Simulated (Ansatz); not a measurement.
The cluster Ge₇S₆⁻. Charge -1, multiplicity 2. Geometry r2SCAN-D4/def2-SVP, that of the neutral singlet; atoms count from 1.

Cartesian coordinates in Å:
```
Ge 2.0838 -2.0337 -1.2836
Ge -1.3684 -1.9849 0.1772
Ge 1.7068 0.5278 -2.1872
Ge 1.3200 0.6932 2.1677
Ge -0.2217 1.7286 -1.0232
Ge 2.2526 -2.0875 1.2778
Ge -2.8801 1.6918 0.6460
S -0.0294 -1.1232 -1.8240
S -0.3369 2.1518 1.1887
S 2.6966 0.0944 0.1426
S -2.1992 2.2440 -1.6724
S 0.0951 -1.3411 2.0033
S -3.1193 -0.5612 0.3872
```

The highest occupied level of the charge -1 doublet lies above zero (up to 0.11 eV). By energy differences its removal costs 1.71 eV (vertical, to the charge 0 singlet, at PBE-D4/def2-SVP); self-interaction error and the lack of diffuse functions both raise the level. The gap within one spin of the charge -1 doublet nearly closes, so an electron or hole may be smeared out by delocalisation error. The structure comes from a short search, and lower isomers may exist.

Question: Estimate the Mulliken populations from the PBE/def2-SVP orbitals of Ansatz.

Answer: 
| atom | charge (e) | spin (α − β) |
| --- | --- | --- |
| Ge1 | -0.01 | 0.25 |
| Ge2 | 0.29 | 0.08 |
| Ge3 | 0.15 | 0.16 |
| Ge4 | 0.27 | 0.09 |
| Ge5 | 0.21 | 0.19 |
| Ge6 | 0.04 | 0.13 |
| Ge7 | 0.27 | 0.03 |
| S8 | -0.36 | -0.02 |
| S9 | -0.36 | 0.01 |
| S10 | -0.36 | -0.01 |
| S11 | -0.35 | 0.07 |
| S12 | -0.38 | 0.00 |
| S13 | -0.41 | 0.01 |
Mulliken values and Mayer orders depend strongly on the basis.

Question: Where does the spin sit?

Answer: Summed by element: Ge 0.94, S 0.06, of 1 unpaired in all. Largest on single atoms: Ge1 0.25, Ge5 0.19, Ge3 0.16.

Question: And the Mayer bond orders between bonded heavy atoms (over 0.3)?

Answer: Ge1–Ge3 0.40 (2.74 Å); Ge1–Ge6 0.70 (2.57 Å); Ge1–S8 0.79 (2.36 Å); Ge1–S10 0.40 (2.63 Å); Ge2–S8 0.52 (2.56 Å); Ge2–S12 0.68 (2.43 Å); Ge2–S13 1.01 (2.27 Å); Ge3–Ge5 0.53 (2.55 Å); Ge3–S8 0.65 (2.42 Å); Ge3–S10 0.56 (2.57 Å); Ge4–S9 0.68 (2.41 Å); Ge4–S10 0.64 (2.52 Å); Ge4–S12 0.75 (2.38 Å); Ge5–S9 0.89 (2.26 Å); Ge5–S11 1.23 (2.14 Å); Ge6–S10 0.60 (2.50 Å); Ge6–S12 0.76 (2.40 Å); Ge7–S9 0.52 (2.64 Å); Ge7–S11 0.73 (2.48 Å); Ge7–S13 1.04 (2.28 Å).
